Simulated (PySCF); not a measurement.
Frontier orbitals and the lowest excitations

Species: tosyl fluoride, C₇H₇FO₂S.
SMILES with atom numbers: `[CH3:1][c:2]1[cH:3][cH:4][c:5]([S:6](=[O:7])(=[O:8])[F:9])[cH:10][cH:11]1` (hydrogens: H12, H13, H14 on C1; H15 on C3; H16 on C4; H17 on C10; H18 on C11)

Cartesian coordinates in Å at the PBE0-D3(BJ)/def2-SVP level; atoms count from 1:
```xyz
18
C7H7FO2S angstrom
C      3.3758    0.0294    0.0999
C      1.8968   -0.2079    0.1570
C      1.1353    0.3133    1.2140
C     -0.2370    0.1121    1.2794
C     -0.8540   -0.6241    0.2685
S     -2.5872   -0.8929    0.3406
O     -3.0723   -0.6886    1.6825
O     -2.9487   -2.0364   -0.4589
F     -3.0814    0.3931   -0.4969
C     -0.1291   -1.1592   -0.7933
C      1.2442   -0.9445   -0.8397
H      3.8490   -0.1739    1.0723
H      3.5916    1.0806   -0.1516
H      3.8590   -0.6024   -0.6576
H      1.6313    0.8815    2.0051
H     -0.8323    0.5037    2.1063
H     -0.6391   -1.7457   -1.5597
H      1.8247   -1.3651   -1.6645
```

Theory: PySCF 2.14.0, density-fitted response routines, TDDFT wB97X-D/def2-SVPD, vertical, gas phase, core orbitals frozen in the response.

Frontier orbitals with the atoms that hold most of them (Löwdin shares over 4%, at most four atoms; ? is withheld):

```csv
orbital,ε (eV),atoms
LUMO+2,1.79,"S6 21%, C1 10%, C11 8%, C3 8%"
LUMO+1,0.57,"C4 20%, C3 18%, C11 18%, C10 16%"
LUMO,-0.09,"C2 18%, C5 17%, C10 13%, C4 10%"
HOMO,?,?
HOMO-1,-10.05,?
HOMO-2,-11.47,"O7 42%, O8 42%, F9 7%, S6 5%"
HOMO-3,-11.82,"O8 25%, O7 24%, C5 13%, S6 12%"
```

Problem. Give the leading atoms of the HOMO.

Solution. C5 (bonded to 2 C and S) 22%; C2 (bonded to 3 C) 21%; C3 (bonded to 2 C and H) 12%; C11 (bonded to 2 C and H) 10%.

Problem. Give the leading atoms of the HOMO-1.

Solution. C4 (bonded to 2 C and H) 22%; C11 (bonded to 2 C and H) 21%; C10 (bonded to 2 C and H) 20%; C3 (bonded to 2 C and H) 19%.

Problem. What is the HOMO energy, and the HOMO–LUMO gap?

Solution. ε(HOMO) = -9.86 eV; the gap is 9.77 eV (0.3592 hartree).

Problem. How does S1 compare with the orbital gap of 9.77 eV?

Solution. S1 is at 5.29 eV (f = 0.0081), 4.49 eV below the gap, made of HOMO-1→LUMO (61%), HOMO→LUMO+1 (37%). Its leading pair isn't HOMO and LUMO; the energies of that pair differ by 9.96 eV. 

Problem. One configuration dominates each of S2, S4 and S5. Which, and how do the shares of the two leading atoms of either orbital change from the occupied to the empty one?

Solution. 
- S2 (5.79 eV, f 0.199), HOMO→LUMO (83%): C5 22% → 17%, C2 21% → 18%
- S4 (6.89 eV, f 0.731), HOMO-1→LUMO+1 (78%): C4 22% → 20%, C11 21% → 18%, C3 19% → 18%
- S5 (7.12 eV, f 0.0029), HOMO-2→LUMO (75%): O7 42% → at most 11%, O8 42% → at most 11%, C2 at most 3% → 18%, C5 at most 3% → 17%

One conformer stands for the species.
